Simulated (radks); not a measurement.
Results of a calculation; reference values are marked as such.
Question: All-electron atom: Pt62+ in [Ne] 3s2 3p4. Code: a radial shooting solver on a logarithmic mesh with Libxc functionals. Model: Dirac Kohn-Sham, LB94 model potential, spin-unpolarised, spherical densities, finite nucleus; open shells fill j = l - 1/2 first; Fermi nuclear charge, rms radius 5.427 fm. Some entries of the table are withheld. Estimate them.

| orbital | occ. | eigenvalue (hartree) | <1/r> (bohr^-1) | <r> (bohr) |
|---|---|---|---|---|
| 1s1/2 | 2 | -3070.834 | 93.99 | 0.01713 |
| 2s1/2 | 2 | -686.3032 | 23.30 | 0.07088 |
| 2p1/2 | 2 | -667.6165 | (1) | (2) |
| 2p3/2 | 4 | -602.3724 | (3) | (4) |
| 3s1/2 | 2 | -273.3580 | 9.254 | 0.1735 |
| 3p1/2 | 2 | -266.4173 | 9.201 | 0.1625 |
| 3p3/2 | 2 | -249.2609 | 8.061 | 0.1750 |

Answer: 
(1) 2p1/2 <1/r> (bohr^-1): 23.24
(2) 2p1/2 <r> (bohr): 0.05833
(3) 2p3/2 <1/r> (bohr^-1): 19.08
(4) 2p3/2 <r> (bohr): 0.06650
